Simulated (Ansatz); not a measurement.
Consider the formal exchange of groups at the Si–C bond: `OC[SiH](O)[SiH3]` + `[SiH3]NC=S` → `O[SiH]([SiH3])N[SiH3]` + `OCC=S`.

Program: Ansatz. Geometries: PBE0-D4/def2-TZVP. ΔE: electronic, gas phase. CCSD(T)/CBS is the MP2 limit (def2-TZVPP, def2-QZVPP) plus CCSD(T) − MP2 in def2-TZVPP, frozen cores. Functionals use def2-TZVPP. Each species was taken in one conformer, which may not be the lowest.

CCSD(T)/CBS gives -16.5 kcal/mol.

Another level gave -16.4 kcal/mol. Which?
A. PBE/def2-TZVPP
B. HF/def2-TZVPP
C. r2SCAN-D4/def2-TZVPP
D. CCSD(T)/def2-TZVPP

D. CCSD(T)/def2-TZVPP -16.4, r2SCAN-D4 -13.6, PBE -11.3, HF/def2-TZVPP -14.7 kcal/mol.

Largest T1 diagnostic among the species: 0.017.

From PBE to PBE0 (25 % exact exchange), in def2-TZVPP and without D4, ΔE moves by −1.6 kcal/mol. The D4 term adds −1.5 kcal/mol with B3LYP and −0.8 kcal/mol with PBE0; it sums over pairs of atoms, weighted by their polarisabilities, and B3LYP, whose exchange is more repulsive, gets the larger term. In def2-TZVPP, CCSD(T) changes the Hartree–Fock value by −1.7 kcal/mol (the triples alone add +0.0 kcal/mol) and MP2 by −2.0 kcal/mol.

B3LYP here is the variant with VWN-RPA as its local correlation; programs differ in this.
